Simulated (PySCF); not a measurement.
A series of related molecules.

All values: CAM-B3LYP/def2-SVPD (PySCF) at PBE0-D3(BJ)/def2-SVP geometries, gas phase, one conformer each. Core orbitals are frozen in the response; Δα² is half the sum of the squared differences of the principal polarisabilities. Atoms past krypton carry effective core potentials.

(1) Rank by vertical ionisation energy (ΔSCF), lowest first.
A. `[OH][Ta]([OH])([OH])=[S]` (TaS(OH)3)
B. `[F][Ta]([F])([F])=[S]` (TaSF3)
C. `[CH3][Ta]([CH3])([CH3])=[S]` (TaSMe3)

(2) Rank by polarisability anisotropy Δα, highest first.
A. TaS(SMe)3 (`C[S][Ta](=[S])([S]C)[S]C`)
B. TaSF3 (`[F][Ta]([F])([F])=[S]`)
C. TaSCl3 (`[S]=[Ta]([Cl])([Cl])[Cl]`)
D. TaS(OMe)3 (`C[O][Ta](=[S])([O]C)[O]C`)
E. TaSMe3 (`[CH3][Ta]([CH3])([CH3])=[S]`)

(3) Rank by dipole moment, lowest first.
A. TaS(OH)3, `[OH][Ta]([OH])([OH])=[S]`
B. TaSMe3, `[CH3][Ta]([CH3])([CH3])=[S]`
C. TaS(SMe)3, `C[S][Ta](=[S])([S]C)[S]C`
D. TaS(NH2)3, `[NH2][Ta]([NH2])([NH2])=[S]`
E. TaS(OMe)3, `C[O][Ta](=[S])([O]C)[O]C`
F. TaSF3, `[F][Ta]([F])([F])=[S]`

Results:

(1) C (9.21 eV), A (9.65 eV), B (10.71 eV).

(2) A (4.15 Å³), B (3.85 Å³), E (2.74 Å³), C (2.01 Å³), D (0.43 Å³).

(3) C (0.79 D), A (1.00 D), F (1.49 D), E (2.62 D), B (3.72 D), D (4.73 D).

All values together:

| SMILES | change | formula | μ (D) | HOMO (eV) | LUMO (eV) | α (Å³) | Δα (Å³) | electrons | α per electron (Å³) | ΔSCF removal energy (eV) |
| --- | --- | --- | --- | --- | --- | --- | --- | --- | --- | --- |
| [S]=[Ta]([Cl])([Cl])[Cl] | parent | Cl3STa | 1.05 | -9.67 | -2.06 | 15.12 | 2.01 | 140 | 0.108 | – |
| C[O][Ta](=[S])([O]C)[O]C | ligand (all three): Cl to OMe | C3H9O3STa | 2.62 | -8.40 | 0.33 | 17.21 | 0.43 | 140 | 0.123 | – |
| [CH3][Ta]([CH3])([CH3])=[S] | ligand (all three): Cl to Me | C3H9STa | 3.72 | -8.60 | -0.72 | 15.47 | 2.74 | 116 | 0.133 | 9.21 |
| [NH2][Ta]([NH2])([NH2])=[S] | ligand (all three): Cl to NH2 | H6N3STa | 4.73 | -8.44 | 0.21 | 13.55 | 2.95 | 116 | 0.117 | – |
| [F][Ta]([F])([F])=[S] | ligand (all three): Cl to F | F3STa | 1.49 | -9.75 | -1.30 | 8.56 | 3.85 | 116 | 0.074 | 10.71 |
| [OH][Ta]([OH])([OH])=[S] | ligand (all three): Cl to OH | H3O3STa | 1.00 | -8.84 | -0.16 | 10.97 | 2.87 | 116 | 0.095 | 9.65 |
| C[S][Ta](=[S])([S]C)[S]C | ligand (all three): Cl to SMe | C3H9S4Ta | 0.79 | -8.37 | -1.35 | 25.48 | 4.15 | 164 | 0.155 | – |

Conformers: `C[O][Ta](=[S])([O]C)[O]C` (singlet state); `[NH2][Ta]([NH2])([NH2])=[S]` (singlet state); `[OH][Ta]([OH])([OH])=[S]` (singlet state); `C[S][Ta](=[S])([S]C)[S]C` (singlet state).

A dash marks a removal energy that wasn't run or isn't settled.

**Question.** Give the shifts from the parent, `[S]=[Ta]([Cl])([Cl])[Cl]`.

**Answer.** 
```tsv
SMILES	change in μ (D)	change in HOMO (eV)	change in LUMO (eV)	change in mean α (Å³)
C[O][Ta](=[S])([O]C)[O]C	+1.57	+1.27	+2.39	+2.09
[CH3][Ta]([CH3])([CH3])=[S]	+2.67	+1.07	+1.34	+0.35
[NH2][Ta]([NH2])([NH2])=[S]	+3.68	+1.23	+2.27	-1.57
[F][Ta]([F])([F])=[S]	+0.44	-0.08	+0.76	-6.56
[OH][Ta]([OH])([OH])=[S]	-0.05	+0.83	+1.90	-4.15
C[S][Ta](=[S])([S]C)[S]C	-0.26	+1.30	+0.71	+10.36
```

**Question.** How closely does the mean polarisability follow the number of electrons in this set?

**Answer.** The correlation coefficient is 0.88; α per electron runs from 0.074 to 0.155 Å³.
